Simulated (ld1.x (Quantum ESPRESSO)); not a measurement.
# Before and after: PAW potential for phosphorus (P)

ld1.x (Quantum ESPRESSO) 7.5 input, shortened:

```
&input
   title='P', zed=15., rel=0, dft='PBE', iswitch=3,
   config='[Ne] 3s1 3p4'
 /
 &inputp
   pseudotype=3, lpaw=.true., tm=.true., lloc=-1, rcloc=1.45,
   nlcc=.true., new_core_ps=.true.,
   which_augfun='PSQ', rmatch_augfun_nc=.true.
 /
4
3S  1  0   1.00   0.00  1.15  1.55  0.0
3S  1  0   0.00   1.85  1.15  1.55  0.0
3P  2  1   4.00   0.00  1.20  1.40  0.0
3P  2  1   0.00   0.20  1.20  1.40  0.0
 &test
   configts(1)='3s1 3p4'
 /
```

Change: wave 3s channel at 1.85 Ry: rcut 1.15, rcutus 1.55 bohr becomes 3s channel at -0.96 Ry: rcut 1.15, rcutus 1.55 bohr.

Cutoffs: the cutoffs (Ry, on a coarse ladder) from which the occupation-weighted sum of valence levels, in a spherical-Bessel basis at the reference potential, stays within 10 and 1 mRy of its value at 400 Ry; they do not see the model core or the augmentation charge, which bear on the density cutoff. Errors are all-electron minus pseudo energies relative to the spin-unpolarised reference configuration.

How do hardness, ghosts and transferability respond?

The potential gets softer (15 Ry and 30 Ry → 12 Ry and 30 Ry); the errors of the 7 common tests hardly move; neither file shows a bound ghost.

| quantity | base | changed |
| --- | --- | --- |
| cutoff, loose | 15 Ry | 12 Ry |
| cutoff, tight | 30 Ry | 30 Ry |
| bound ghosts | none | none |
| error for 3s2 3p3, meV [ΔE -8.45 eV] | -0.4 | -0.5 |
| error for 3s2 3p2, meV [ΔE 1.29 eV] | -0.2 | -0.3 |
| error for 3s2 3p1, meV [ΔE 20.45 eV] | -4.8 | -5.1 |
| error for 3s2 3p3.3, meV [ΔE -9.76 eV] | -0.5 | -0.5 |
| error for 3s0 3p5, meV [ΔE 8.58 eV] | -0.5 | -0.5 |
| error for 3s1 3p0, meV [ΔE 102.08 eV] | -113 | -116 |
| error for 3s1 3p3, meV [ΔE 10.32 eV] | -0.7 | -0.7 |
| s: phases at 1.71 bohr within 0.05 rad from the reference energy up to (Ry; the scan ends near 5) | to the end of the scan | to the end of the scan |
| p: phases at 1.71 bohr within 0.05 rad from the reference energy up to (Ry; the scan ends near 5) | 4.5 | 4.5 |
| lowest overlap eigenvalue by channel | s 0.45, p 0.77 | s 0.46, p 0.77 |
